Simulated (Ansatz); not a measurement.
F2OTa (SMILES [O]=[Ta]([F])[F]), doublet, geometry from GFN2-xTB (such geometries of metal compounds can be far from the true shape) (the multiplicity is a formal guess) (core potentials on Ta); REVPBE/def2-SVPD (Ansatz, an electronic-structure program).

Input for Ansatz:
Ansatz 0.2 input:
```yaml
crystal:
  periodic: [false, false, false]
  atoms:
    - {symbol: Ta, position_ang: [0.00449653, -0.00148257, -0.00089750]}
    - {symbol: O, position_ang: [1.61444879, -0.53230803, -0.32224167]}
    - {symbol: F, position_ang: [-0.66122332, -0.43528196, 1.64011204]}
    - {symbol: F, position_ang: [-0.81031412, 0.92046997, -1.34639528]}
basis:
  gaussian:
    orbitals: def2-SVPD
hamiltonian:
  xc: revpbe
magnetization: {spin_polarized: true, initial_magnetization: 1}
accuracy: high
```

Question: Write the output that Ansatz gives for this input, abridged.

Answer: 
```
Functional definition: revPBE
2017 factors; integrals over basis functions are off by at most 3.5e-9 eV
mean field evaluation 1: about -9016.4276 eV, gradient 6.3e1 eV
mean field evaluation 2: about -8770.1746 eV, gradient 1.9e2 eV
mean field evaluation 4: about -9023.4117 eV, gradient 4.6e1 eV
mean field evaluation 8: about -9030.7511 eV, gradient 1.1e-1 eV
mean field evaluation 16: about -9030.7487 eV, gradient 5.5e-5 eV
mean field -9030.74866085 eV, -331.8738920248 hartree, gradient 5.0e-8 eV, S^2 0.754460; 0 other end points of the search recorded, 0 dependent functions left out
reference -9030.74866559 eV, -331.8738921990 hartree; 20, 19 occupied and 84, 85 virtual orbitals, 2017 factors
Total energy: -9030.74866559 eV, -331.8738921990 hartree
```
